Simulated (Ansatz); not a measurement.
Reaction (formal exchange of groups at the Si–O bond): `[F][Ge][O][SiH3]` + `C1C[SiH2]1` → `[SiH3][SiH]1CC1` + `[OH][Ge][F]`

Computed with Ansatz on PBE0-D4/def2-TZVP structures; ΔE is electronic, products minus reactants. CCSD(T)/CBS is the MP2 limit (def2-TZVPP, def2-QZVPP) plus CCSD(T) − MP2 in def2-TZVPP, frozen cores. DFT in def2-TZVPP. B3LYP here is the variant with VWN-RPA as its local correlation; programs differ in this. For Ge outer-core shells are correlated without core-valence functions, which leaves a few kJ/mol of doubt a bond. Scalar relativity is left out up to krypton. Each species was taken in one conformer, which may not be the lowest.

`[F][Ge][O][SiH3]`:

Z-matrix (Å, degrees):
```
Si
O 1 1.653
H 1 1.484 2 107.6
H 1 1.485 2 110.5 3 119.3
H 1 1.485 2 110.5 3 -119.3
Ge 2 1.767 1 137.3 3 179.9
F 6 1.764 2 97.7 1 0.0
```

`C1C[SiH2]1`:

```xyz
9

C    -0.070    0.499    0.820
C    -0.875   -0.362   -0.175
Si    0.904   -0.131   -0.617
H     0.096    0.069    1.802
H    -0.328    1.552    0.863
H    -1.208   -1.329    0.186
H    -1.635    0.154   -0.753
H     1.265    0.797   -1.710
H     1.851   -1.248   -0.416
```

`[SiH3][SiH]1CC1`:

Cartesian coordinates in Å:
```
Si -1.417 -0.053 1.562
Si 0.619 -0.170 0.464
C 0.856 0.839 -1.083
C 0.635 -0.653 -1.334
H -1.766 -1.347 2.208
H -1.417 1.005 2.607
H -2.454 0.273 0.545
H 1.840 -0.482 1.245
H 0.065 1.510 -1.401
H 1.847 1.227 -1.294
H -0.296 -0.934 -1.813
H 1.486 -1.214 -1.705
```

`[OH][Ge][F]`:

```xyz
4

O     0.936    0.125    0.501
Ge    0.209    0.117   -1.113
F    -1.451   -0.206   -0.600
H     0.306   -0.035    1.213
```

```csv
level,ΔE (kJ/mol),difference from CCSD(T)/CBS
r2SCAN-D4,77.0,-8.7
PBE0-D4,67.2,-18.5
B3LYP-D4,85.9,0.2
ωB97M-V,88.3,2.6
B2PLYP,90.1,4.4
r2SCAN,77.4,-8.3
B3LYP,86.7,1.0
MP2/def2-TZVPP,90.8,5.1
CCSD/def2-TZVPP,90.0,4.3
CCSD(T)/def2-TZVPP,85.6,-0.1
HF/def2-QZVPP,117.6,31.9
MP2/def2-QZVPP,91.7,6.0
SCS-MP2/def2-QZVPP,97.4,11.7
HF/CBS(def2),117.9,32.2
MP2/CBS(def2),90.9,5.2
CCSD/CBS(def2),90.2,4.5
CCSD(T)/CBS,85.7,0
```

Largest T1 diagnostic among the species: 0.015.

In def2-TZVPP, CCSD(T) changes the Hartree–Fock value by −29.7 kJ/mol (the triples alone add −4.4 kJ/mol) and MP2 by −24.5 kJ/mol. From PBE to PBE0 (25 % exact exchange), in def2-TZVPP and without D4, ΔE moves by +8.6 kJ/mol.
